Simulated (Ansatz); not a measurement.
Relaxation of C₂H₈BNO (13 atoms, charge 0, multiplicity 1), to a largest force component of 0.015 eV/Å in at most 40 steps.

Level of theory: RKS r2SCANh/def2-SVP in Ansatz.

```xyz
13
Properties=species:S:1:pos:R:3:forces:R:3
C -1.174 -0.692 0.965 -1.01 2.90 -0.98
B 0.210 -0.696 0.270 1.87 -0.95 -0.43
O 1.199 -1.604 0.770 1.02 2.84 2.09
C 0.605 0.223 -1.008 -4.31 -1.13 1.02
N 0.460 1.619 -0.670 -0.03 1.85 2.64
H -1.419 0.389 1.341 0.26 -1.68 -0.57
H -1.970 -0.911 0.209 0.32 0.06 0.49
H -1.224 -1.353 1.787 -0.20 -0.99 1.15
H 1.731 -1.059 1.502 -1.63 -2.02 -2.38
H 1.558 -0.026 -1.339 2.06 -0.52 -1.01
H -0.202 -0.022 -1.795 1.24 0.03 0.40
H 1.400 2.049 -0.659 -0.76 -0.07 0.20
H 0.045 1.763 0.343 1.18 -0.33 -2.65
```

Problem. Where does it end, and by what steps?

Solution. The run converged. After 14 steps the energy has fallen by 1.488 eV; H12 moved furthest, 0.71 Å.

```json
{"step": "0", "energy less start (eV)": "0.0000", "largest force component (eV/Å)": "4.313", "accepted": "yes"}
{"step": "1", "energy less start (eV)": "-0.6283", "largest force component (eV/Å)": "1.467", "accepted": "yes"}
{"step": "2", "energy less start (eV)": "-0.7359", "largest force component (eV/Å)": "0.661", "accepted": "yes"}
{"step": "3", "energy less start (eV)": "-0.8812", "largest force component (eV/Å)": "1.078", "accepted": "yes"}
{"step": "4", "energy less start (eV)": "-0.9895", "largest force component (eV/Å)": "3.210", "accepted": "yes"}
{"step": "5", "energy less start (eV)": "-1.2949", "largest force component (eV/Å)": "1.326", "accepted": "yes"}
{"step": "6", "energy less start (eV)": "-1.4411", "largest force component (eV/Å)": "0.642", "accepted": "yes"}
{"step": "7", "energy less start (eV)": "-1.4610", "largest force component (eV/Å)": "0.600", "accepted": "yes"}
{"step": "8", "energy less start (eV)": "-1.4796", "largest force component (eV/Å)": "0.250", "accepted": "yes"}
{"step": "9", "energy less start (eV)": "-1.4830", "largest force component (eV/Å)": "0.143", "accepted": "yes"}
{"step": "10", "energy less start (eV)": "-1.4854", "largest force component (eV/Å)": "0.065", "accepted": "yes"}
{"step": "11", "energy less start (eV)": "-1.4867", "largest force component (eV/Å)": "0.059", "accepted": "yes"}
{"step": "12", "energy less start (eV)": "-1.4878", "largest force component (eV/Å)": "0.071", "accepted": "yes"}
{"step": "13", "energy less start (eV)": "-1.4881", "largest force component (eV/Å)": "0.040", "accepted": "yes"}
{"step": "14", "energy less start (eV)": "-1.4883", "largest force component (eV/Å)": "0.010", "accepted": "yes"}
```

```xyz
13
Properties=species:S:1:pos:R:3
C -1.097 -0.709 0.981
B 0.293 -0.574 0.245
O 1.438 -1.098 0.772
C 0.468 0.269 -1.078
N 0.756 1.664 -0.667
H -1.694 0.213 0.913
H -1.689 -1.482 0.461
H -1.037 -1.003 2.041
H 1.303 -1.498 1.637
H 1.308 -0.083 -1.697
H -0.421 0.280 -1.727
H 1.590 1.679 -0.081
H 0.001 2.021 -0.084
```

The run took 58 s on 2 threads of Intel(R) Xeon(R) Platinum 8488C (Sapphire Rapids) (shared host), peak memory 0.27 GiB.
